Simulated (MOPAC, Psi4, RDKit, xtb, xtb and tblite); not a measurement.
Internal rotation in CH8SSeSi2, SMILES [SiH2]([SeH])[SiH2]SC, singlet. Scanned: dihedral C1–S2–Si3–Si4; all other coordinates were relaxed at GFN2-xTB. Points at φ and −φ are mirror images.

Geometry of the scan point at -120° (Å):
```
13

C     -3.0440    -0.1859    -0.2693
S     -1.4830     0.2247    -1.1079
Si    -0.0420    -0.1154     0.4586
Si     1.0548     1.8887     0.8313
Se     2.6721     1.3468     2.3770
H     -3.0313    -1.2261     0.0389
H     -3.1856     0.4684     0.5846
H     -3.8333    -0.0240    -0.9957
H      0.7846    -1.2407     0.0228
H     -0.8340    -0.5698     1.6031
H      0.2728     2.9633     1.4530
H      1.7686     2.4834    -0.3000
H      3.2132     2.6643     2.4955
```

- GFN2-xTB (xtb and tblite)
- PBE0/def2-TZVP // GFN2-xTB (Psi4)
- PBE0-D3(BJ)/def2-TZVP // GFN2-xTB (Psi4)
- PBE/def2-TZVP // GFN2-xTB (Psi4)
- PBE-D3(BJ)/def2-TZVP // GFN2-xTB (Psi4)
- wB97X-D/def2-TZVP // GFN2-xTB (Psi4)
- MP2/cc-pVTZ = Psi4 with DF-MP2 (frozen core)/cc-pVTZ // GFN2-xTB
- HF/cc-pVTZ // GFN2-xTB (Psi4)
- UFF // GFN2-xTB (RDKit)
- PM7, restricted, heats of formation // GFN2-xTB (MOPAC)
- PM3, restricted, heats of formation // GFN2-xTB (MOPAC)
- GFN1-xTB // GFN2-xTB (xtb)

Least-squares fit of E(φ) = a0 + Σ (a_n cos nφ + b_n sin nφ), n = 1 to 4, to the 24 scan points, in kJ/mol above the lowest point of each profile (levels whose profile four harmonics don't fit are not listed):

```
method                   a0     a1    b1     a2    b2    a3    b3     a4    b4  rms of fit
---------------------  ----  -----  ----  -----  ----  ----  ----  -----  ----  ----------
GFN2-xTB               5.14   2.10  0.00  -0.75  0.00  2.49  0.00   0.07  0.00        0.09
PBE0/def2-TZVP         3.52   0.37  0.00   1.15  0.00  3.13  0.00  -0.14  0.00        0.22
PBE0-D3(BJ)/def2-TZVP  3.86  -0.65  0.00   0.87  0.00  3.26  0.00  -0.11  0.00        0.23
PBE/def2-TZVP          3.82   0.22  0.00   1.51  0.00  3.05  0.00  -0.14  0.00        0.22
PBE-D3(BJ)/def2-TZVP   4.02  -0.81  0.00   1.19  0.00  3.18  0.00  -0.11  0.00        0.23
wB97X-D/def2-TZVP      3.55  -0.48  0.00   0.88  0.00  3.05  0.00  -0.13  0.00        0.24
MP2/cc-pVTZ            3.60  -0.41  0.00   0.59  0.00  3.34  0.00  -0.14  0.00        0.22
HF/cc-pVTZ             3.58   1.24  0.00   1.73  0.00  2.92  0.00  -0.17  0.00        0.18
UFF                    5.31   2.13  0.00   2.87  0.00  4.39  0.00  -0.04  0.00        0.13
PM7                    3.51   4.04  0.00   1.08  0.00  0.53  0.00  -0.24  0.00        0.16
PM3                    3.32  -0.53  0.00   3.19  0.00  0.68  0.00  -0.03  0.00        0.12
GFN1-xTB               3.56  -2.48  0.00  -2.42  0.00  2.14  0.00   0.11  0.00        0.13
```
